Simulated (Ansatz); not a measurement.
Geometry optimisation, RKS PBE-D4/def2-SVP (Ansatz).

The input (input.yaml):

```yaml
crystal:
  periodic: [false, false, false]
  atoms:
    - { symbol: Si, position_ang: [0.253817, -0.638072, 0.917336] }
    - { symbol: "N", position_ang: [-1.661127, -0.048914, -1.483784] }
    - { symbol: H, position_ang: [0.909166, -1.111054, -0.331455] }
    - { symbol: H, position_ang: [-1.111057, -1.175079, 1.199354] }
    - { symbol: O, position_ang: [1.131215, -1.094211, 2.273198] }
    - { symbol: H, position_ang: [1.045086, 1.564305, -1.295887] }
    - { symbol: O, position_ang: [0.249722, 1.091928, 0.759691] }
    - { symbol: H, position_ang: [-0.747797, 0.246076, -1.84198] }
    - { symbol: F, position_ang: [1.194339, 1.192554, -2.124152] }
    - { symbol: H, position_ang: [-1.796425, 0.45275, -0.598748] }
    - { symbol: H, position_ang: [-1.600341, -1.046493, -1.264124] }
    - { symbol: H, position_ang: [2.094508, -0.984095, 2.202263] }
    - { symbol: H, position_ang: [0.038893, 1.550207, 1.588388] }
basis:
  gaussian: { orbitals: def2-SVP }
hamiltonian:
  xc: pbe
  dispersion: d4
relax:
  f_tol: 0.03
  max_steps: 50
```

Launched with:

```bash
$ ansatz run input.yaml --threads 2 --pin off --max-ram 3072MiB --backend cpu --events-out ev --progress --plain --runs-dir out
```

Task: Where does it end, and by what steps?

Result: It converged. After 12 steps the energy has fallen by 0.265 eV; H6 moved furthest, 0.46 Å.

```
step  energy less start (eV)  largest force component (eV/Å)  accepted
   0                  0.0000                           1.253       yes
   1                 -0.1293                           0.477       yes
   2                 -0.2133                           0.568       yes
   3                 -0.2291                           1.119       yes
   4                 -0.2487                           0.364       yes
   5                 -0.2413                           0.407        no
   6                 -0.2574                           0.104       yes
   7                 -0.2600                           0.128       yes
   8                 -0.2629                           0.091       yes
   9                 -0.2614                           0.058        no
  10                 -0.2641                           0.053       yes
  11                 -0.2645                           0.038       yes
  12                 -0.2646                           0.025       yes
```

```xyz
13
Properties=species:S:1:pos:R:3
Si 0.361 -0.648 0.979
N -1.726 -0.048 -1.664
H 0.892 -1.309 -0.250
H -1.059 -0.950 1.326
O 1.203 -1.082 2.356
H 0.862 1.372 -0.918
O 0.569 1.011 0.634
H -0.830 0.429 -1.854
F 0.963 1.371 -1.873
H -2.072 0.320 -0.770
H -1.506 -1.038 -1.500
H 2.173 -1.075 2.279
H 0.172 1.647 1.256
```

The run took 17 s on 2 threads of Intel(R) Xeon(R) 6975P-C (Granite Rapids) (shared host), peak memory 0.17 GiB.
